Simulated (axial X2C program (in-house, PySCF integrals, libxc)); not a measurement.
**CuGa: from the spin-free to the two-component result**

Calculated with an in-house all-electron X2C program for linear molecules (integrals from PySCF). Spin-free means the one-electron spin-free X2C Hamiltonian; two-component (2c) means X2C with spin–orbit coupling and atomic mean-field two-electron Coulomb and Gaunt terms, so the difference of the two also holds small scalar two-electron terms. Basis: Ga dyall-cv3z [9s9p7d4f1g], Cu dyall-cv3z [9s9p6d3f2g] (cores contracted in-house); Gaussian nuclei, density fitting, unrestricted open shells. Masses: Ga 68.926 u, Cu 62.930 u.

Spin-free state: M_S = 0, Λ = 0 (closed shell); fragments Ga + Cu.

```
  level  Re (Å)  ωe (cm⁻¹)  De (eV)  μ (D)
   PBE0   2.371      216.6    2.087  -0.59
     HF   2.591      164.6      n/a   0.74
    MP2   2.320      235.3    2.039    n/a
   CCSD   2.397      208.2    1.974    n/a
CCSD(T)   2.357      223.8      n/a    n/a
    M06   2.384      213.6    2.427  -2.07
```

Correlated methods: 14 electrons correlated (number of frozen shells: Ga 3 s, 2 p, 1 d; Cu 3 s, 2 p), 310 virtual spin orbitals or spinors in MP2, 88 natural virtuals in coupled cluster.

Dipoles are positive if Cu is the positive end.

Two-component determinant lowest at the distance of the search:

Ω = 0 (closed shell); fragments Ga + Cu.

| level | Re (Å) | ωe (cm⁻¹) | De (eV) | μ (D) |
| --- | --- | --- | --- | --- |
| PBE0 | 2.372 | 216.4 | n/a | -0.59 |
| HF | 2.592 | 164.4 | n/a | 0.74 |
| MP2 | 2.321 | 234.9 | 1.982 | n/a |
| CCSD | 2.399 | 206.6 | 1.915 | n/a |
| CCSD(T) | 2.358 | 222.8 | n/a | n/a |
| M06 | 2.385 | 213.4 | n/a | -2.07 |

(1) From the two tables, how do the constants change at the CCSD(T) level (2c against spin-free)?

One determinant describes the state; a PBE0 search over occupations chose it and may have missed a lower one. Closed shells are restricted here (equal orbitals for both partners); the stretched side of such a curve lies too high. Dissociation energies refer to the lowest single-determinant-based atoms at the same level and basis. De is not given where an atomic determinant may have missed its ground term or J level, or where the truncated virtual space spoils (T). CCSD and (T) use frozen natural virtuals with an MP2 correction for the truncation; (T) itself is uncorrected, so its De runs slightly low. The functionals have no current-density term, which raises determinants with orbital currents, atoms included. The T1 diagnostic is large, a sign of multireference character. With the outer-core shells frozen, correlated bond lengths of heavy atoms tend to come out a few hundredths of an ångström too long.

Results:

(1) At the CCSD(T) level Re increases by 0.001 Å and ωe drops by 1.0 cm⁻¹.
